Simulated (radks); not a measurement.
Species: Sr2+. Configuration: [Ar] 3d10 4s1 4p6 4f1 (not the ground configuration). Calculated with a radial shooting solver on a logarithmic mesh with Libxc functionals: scalar-relativistic Kohn-Sham, exchange-only LDA, spin-polarised, spherical densities, point nucleus; open shells are filled with parallel spins first (spin-orbit coupling, left out, can overturn this in heavy ions).

X-ray form factor f0, the Fourier transform of the density (f0(0) = 36):

| sin(theta)/lambda (1/angstrom) | f0 (electrons) |
|---|---|
| 0.05 | 35.115 |
| 0.1 | 33.461 |
| 0.15 | 31.691 |
| 0.2 | 29.734 |
| 0.25 | 27.713 |
| 0.3 | 25.794 |
| 0.4 | 22.516 |
| 0.5 | 19.905 |
| 0.6 | 17.684 |
| 0.8 | 13.843 |
| 1 | 10.790 |
| 1.25 | 8.233 |
| 1.5 | 6.771 |
| 2 | 5.311 |
